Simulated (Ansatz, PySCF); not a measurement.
C2H4ClNSi, SMILES C(C#N)[SiH2]Cl.

Geometry: r2SCAN-D4/def2-SVP. This is a generated structure with no PubChem entry under its InChIKey; it may be hypothetical. The values are those of a single conformer.

Vertical ionisation energy (IE) and electron affinity (EA) in eV. Rows of orbital energies are one-electron estimates. Where ΔSCF, EOM or ADC give a negative EA the extra electron is unbound and the value depends on the basis.

| level | IE | EA |
|---|---|---|
| −ε(HOMO), −ε(LUMO), CAM-B3LYP/def2-TZVP (PySCF) | 10.32 | -0.78 |
| −ε(HOMO), −ε(LUMO), PBE/def2-TZVP (PySCF) | 7.65 | 1.15 |
| ΔSCF, CAM-B3LYP/def2-SVPD (Ansatz), final states of multiplicity 2 and 2 | 11.28 | -1.12 |
| ΔSCF, PBE/def2-SVPD (Ansatz), final states of multiplicity 2 and 2 | 10.58 | -0.84 |

Task: What vertical singlet–triplet gap does ΔSCF give with CAM-B3LYP/def2-SVPD (Ansatz, a quantum-chemistry and plane-wave program) and with PBE/def2-SVPD (Ansatz)? (The exact figures need the calculation; the answer reports its results.)

Result: 6.39 and 6.24 eV (triplet above singlet where positive).
